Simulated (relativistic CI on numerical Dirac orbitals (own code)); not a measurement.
## Ligand-field terms of d5

Computed with a parametric ligand-field model of a d^n configuration (Racah B and C, spin-orbit zeta, crystal field), exact diagonalisation.

Field parameters in Wybourne normalisation: Oh B⁴₀ = 21Dq, B⁴₄ = √(5/14) B⁴₀. The field is a parameter set, without covalency.

B = 550 cm⁻¹, C = 2070 cm⁻¹ (C/B = 3.76), Oh, no spin-orbit coupling. Tanabe-Sugano data, E/B above the lowest term (Δ = |10Dq|; b, c mark the second and third term of a kind):

```csv
Δ/B,6A1,4T1,4T2,4T1(b),2T2,2A2,2T1
1.0,0.00,28.64,28.80,33.52,40.91,40.99,41.01
3.0,0.00,27.50,28.62,34.57,39.33,40.13,40.25
5.0,0.00,25.91,28.23,35.99,36.57,38.78,38.99
7.0,0.00,24.15,27.61,37.46,33.27,37.17,37.45
9.0,0.00,22.32,26.72,38.86,29.76,35.43,35.75
11.0,0.00,20.45,25.58,40.13,26.13,33.63,33.96
13.0,0.00,18.55,24.23,41.23,22.43,31.77,32.12
15.0,0.00,16.63,22.72,42.12,18.69,29.88,30.24
17.0,0.00,14.70,21.09,42.81,14.91,27.98,28.34
19.0,0.00,12.76,19.39,43.33,11.11,26.05,26.42
21.0,0.00,10.81,17.62,43.72,7.29,24.12,24.49
23.0,0.00,8.86,15.81,44.02,3.45,22.17,22.54
25.0,0.41,7.30,14.37,44.65,0.00,20.63,21.00
27.0,4.28,9.21,16.37,48.69,0.00,22.54,22.91
29.0,8.16,11.12,18.37,52.71,0.00,24.45,24.82
31.0,12.04,13.04,20.35,56.70,0.00,26.37,26.74
33.0,15.94,14.96,22.33,60.69,0.00,28.30,28.67
35.0,19.85,16.89,24.31,64.66,0.00,30.23,30.60
37.0,23.76,18.83,26.29,68.64,0.00,32.17,32.54
39.0,27.68,20.77,28.26,72.60,0.00,34.11,34.48
41.0,31.60,22.71,30.24,76.57,0.00,36.05,36.42
43.0,35.53,24.65,32.22,80.53,0.00,38.00,38.36
45.0,39.46,26.60,34.19,84.50,0.00,39.94,40.31
47.0,43.40,28.56,36.17,88.46,0.00,41.90,42.27
```

The ground term changes from 6A1 to 2T2 between Δ/B = 23.0 and 25.0.
